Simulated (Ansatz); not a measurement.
Cost and result for the atomization energy of `C=C[N][SiH3]` radical (10 atoms, 9 bonds).

| atom | x (Å) | y (Å) | z (Å) |
| --- | --- | --- | --- |
| C1 | 0.823 | 1.018 | 1.720 |
| C2 | 0.401 | 0.095 | 0.760 |
| N3 | -0.221 | 0.467 | -0.318 |
| Si4 | -0.772 | -0.624 | -1.549 |
| H5 | 0.630 | 2.073 | 1.565 |
| H6 | 1.341 | 0.700 | 2.616 |
| H7 | 0.622 | -0.964 | 0.963 |
| H8 | -0.125 | -0.245 | -2.831 |
| H9 | -2.243 | -0.467 | -1.685 |
| H10 | -0.457 | -2.053 | -1.242 |

The species carries charge 0 and has multiplicity 2. All single points use the PBE0-D4/def2-TZVP geometry. It is one conformer, not always the lowest. Program: Ansatz. All runs use 4 threads of an Intel Xeon Platinum 8488C on a shared host. Times are those of one run each, without the atoms' runs, and a repeat can differ threefold. Electronic energies, without spin–orbit coupling; frozen cores. CCSD(T)/CBS adds CCSD(T) − MP2 in def2-TZVPP to the MP2 limit, and its time is that of the two runs behind it. T1 = 0.027; ⟨S²⟩ of the reference is 0.94.

CCSD(T)/CBS is a level of theory with its own doubt, some kJ/mol a heavy atom from the limit and from the frozen cores, so smaller differences don't rank the functionals.

| level | functions | wall time |
| --- | --- | --- |
| LDA (SPW92)/def2-TZVPP | 219 | 1.2 s |
| BLYP-D4/def2-TZVPP | 219 | 2.1 s |
| CAM-B3LYP-D4/def2-TZVPP | 219 | 3.2 s |
| r2SCAN-D4/def2-TZVPP (with forces) | 219 | 3.4 s |
| PBE-QIDH/def2-TZVPP | 219 | 3.6 s |
| B2PLYP/def2-TZVPP | 219 | 3.6 s |
| CCSD(T)/def2-SVP | 90 | 4.7 s |
| B97M-V/def2-TZVPP | 219 | 5.5 s |
| ωB97X-V/def2-TZVPP | 219 | 6.5 s |
| ωB97M-V/def2-TZVPP (with forces) | 219 | 7.5 s |
| MP2/def2-QZVPP | 421 | 15 s |
| CCSD(T)/def2-TZVPP | 219 | 110 s |
| CCSD(T)/CBS(def2) | – | 2.1 min |

(1) What atomization energy does each give, and how far from CCSD(T)/CBS? (An estimate is asked.)

Results:

(1) The calculation gave: 
| level | atomization (kcal/mol) | difference from CCSD(T)/CBS | per bond |
| --- | --- | --- | --- |
| LDA (SPW92)/def2-TZVPP | 978.9 | 120.7 | 13.4 |
| BLYP-D4/def2-TZVPP | 867.6 | 9.4 | 1.0 |
| CAM-B3LYP-D4/def2-TZVPP | 869.0 | 10.8 | 1.2 |
| r2SCAN-D4/def2-TZVPP (with forces) | 865.1 | 6.9 | 0.8 |
| PBE-QIDH/def2-TZVPP | 852.3 | -5.9 | -0.7 |
| B2PLYP/def2-TZVPP | 854.0 | -4.2 | -0.5 |
| CCSD(T)/def2-SVP | 810.1 | -48.1 | -5.3 |
| B97M-V/def2-TZVPP | 866.3 | 8.1 | 0.9 |
| ωB97X-V/def2-TZVPP | 865.2 | 7.0 | 0.8 |
| ωB97M-V/def2-TZVPP (with forces) | 863.7 | 5.5 | 0.6 |
| MP2/def2-QZVPP | 848.8 | -9.4 | -1.0 |
| CCSD(T)/def2-TZVPP | 835.3 | -22.9 | -2.5 |
| CCSD(T)/CBS(def2) | 858.2 | 0.0 | 0.0 |

From r2SCAN to r2SCAN0 (25 % exact exchange), in def2-TZVPP and without D4, the atomization energy moves by −12.7 kcal/mol: exact exchange takes away binding that semilocal exchange gives to molecules. In def2-TZVPP, CCSD(T) changes the Hartree–Fock value by +203.3 kcal/mol (the triples alone add +11.8 kcal/mol) and MP2 by +203.0 kcal/mol; breaking electron pairs costs correlation energy, which Hartree–Fock lacks. Leaving LDA and LC-ωPBE aside and taking each functional with its dispersion term where it has one, the values, not all of them listed here, spread over 35.2 kcal/mol, from BHLYP-D4 to PBE-D4. LDA lies +103.6 kcal/mol from PBE without D4, its usual overbinding.
